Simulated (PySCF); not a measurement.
C7H7F2: g tensor and hyperfine couplings

Compound: C7H7F2 (doublet state).
Numbering: `[CH3:1][C@@H:2]1[CH:3][C:4]([F:5])=[C:6]([F:7])[CH:8]=[CH:9]1` (hydrogens: H10, H11, H12 on C1; H13 on C2; H14 on C3; H15 on C8; H16 on C9)

Theory: UKS B3LYP, pcH-1 on C F H, non-relativistic, mean-field spin-orbit, GIAO in PySCF 2.14.0. Isolated species at its GFN2-xTB geometry, gas phase. The geometry wasn't refined by DFT: couplings that depend on bond lengths, twists or pyramidal angles can differ widely from those at the functional's own minimum. The SCF solution wasn't tested for stability. ⟨S²⟩ is 0.784 where a pure state has 0.75.

```json
{
 "g1, g2, g3": "2.00204, 2.00329, 2.00374",
 "g_iso": "2.00302",
 "Form of g": "rhombic: the two nearest values differ by 26 % of g3 − g1",
 "⟨S²⟩": "0.7843 (exact 0.7500)",
 "α and β electrons": "34, 33",
 "Basis functions": "295"
}
```

Hyperfine couplings atom by atom, in MHz; T1 to T3 are the principal values of the dipolar part:

```
atom  isotope  a_iso      T1      T2     T3  Mulliken spin population
  C1      13C   91.6    -5.3    -5.2   10.5                      0.04
  C2      13C  -30.8    -1.2    -0.4    1.6                     -0.08
  C3      13C   36.3   -33.9   -31.8   65.6                      0.43
  C4      13C  -43.3   -25.2    11.7   13.5                     -0.18
  F5      19F  -25.9   -67.4    24.9   42.5                     -0.01
  C6      13C   56.2   -47.0   -46.5   93.6                      0.49
  F7      19F   87.1  -160.8  -132.3  293.0                      0.04
  C8      13C  -37.3   -23.8    10.4   13.4                     -0.20
  C9      13C   37.3   -34.0   -31.8   65.8                      0.43
 H10       1H   -0.2    -3.4    -1.8    5.2                      0.00
 H11       1H   -4.6    -3.2    -2.5    5.6                      0.00
 H12       1H   -0.2    -3.4    -1.8    5.3                      0.00
 H13       1H  137.4    -3.5    -0.5    4.0                      0.05
 H14       1H  -27.7   -16.1    -0.9   17.0                     -0.02
 H15       1H   10.0    -4.1    -1.2    5.2                      0.01
 H16       1H  -28.2   -16.1    -1.0   17.1                     -0.02
```

The Mulliken spin populations are largest on C6 (+0.49), C9 (+0.43), C3 (+0.43) and C8 (-0.20). Three atoms exceed +0.15.

The SMILES `C[C@@H]1[CH]C(F)=C(F)C=C1` draws the unpaired electron on C3, whose computed spin population is only +0.43.

Axes: g2 points within 6° of the C3–C4 bond.

Under fast tumbling the dipolar parts average out, and these isotropic splittings remain (the largest six): 1 × 1H (H13, I = 1/2, 2 lines) with 4.90 mT, 1 × 19F (F7, I = 1/2, 2 lines) with 3.11 mT, 1 × 1H (H16, I = 1/2, 2 lines) with 1.00 mT, 1 × 1H (H14, I = 1/2, 2 lines) with 0.99 mT, 1 × 19F (F5, I = 1/2, 2 lines) with 0.92 mT and 1 × 1H (H15, I = 1/2, 2 lines) with 0.36 mT.

Means are taken over nuclei equivalent by connectivity, which assumes that they swap fast.

The 13C coupling of C1 (91.6 MHz) shows only in satellite lines or after enrichment, since that isotope makes up about 1.07 % of natural carbon.

β density exceeds α density at some nuclei, such as C4 (-0.0385), C8 (-0.0332) and C2 (-0.0274), spin density in bohr⁻³. In a single determinant that takes different orbitals for the two spins, that is spin polarisation.
